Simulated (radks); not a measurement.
The numbers below are computed, except where a source is named.
Problem. The mean radii <r> (bohr) of the occupied orbitals of an atom or ion are listed with their occupations. Code: a radial shooting solver on a logarithmic mesh with Libxc functionals. Model: scalar-relativistic Kohn-Sham, PBE, spin-unpolarised, spherical densities, point nucleus.

| orbital | occ. | <r> |
|---|---|---|
| 1s | 2 | 0.01966 |
| 2s | 2 | 0.08333 |
| 2p | 6 | 0.07415 |
| 3s | 2 | 0.2167 |
| 3p | 6 | 0.2163 |
| 3d | 10 | 0.1961 |
| 4s | 2 | 0.4870 |
| 4p | 6 | 0.5168 |
| 4d | 10 | 0.5565 |
| 5s | 2 | 1.162 |
| 5p | 6 | 1.342 |
| 4f | 12 | 0.6968 |

Name the element and its charge.

Solution. Z = 70, ytterbium, charge +4: Yb4+ in [Xe] 4f12. The 1s radius gives Z: for a bare nucleus <r> = (2 gamma + 1)/(2Z) with gamma = sqrt(1 - (Z/c)^2), 0.01942 bohr for Z = 70, and screening makes it slightly larger (0.01966 here). The occupations add up to 66, and the charge is Z minus that.
